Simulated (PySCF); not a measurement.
H2O3Si, SMILES O=[Si](O)O. Geometry optimised at B3LYP-D3(BJ)/def2-SVP. The values are those of a single conformer.

TDDFT-ωB97X/def2-SVPD in PySCF puts the lowest singlet excitations at 6.01, 6.24, 7.00, 7.54, 8.12, 8.34 eV.

Question: What are the lowest excitation roots from ADC(2)/aug-cc-pVDZ run with PySCF? (Estimate from the structure and the level; the computed values follow.)

Answer: 5.14, 5.51, 6.52, 7.54, 7.67, 7.88 eV. S1 differs by -0.86 eV (second minus first; roots are paired by order, and the bases may differ).
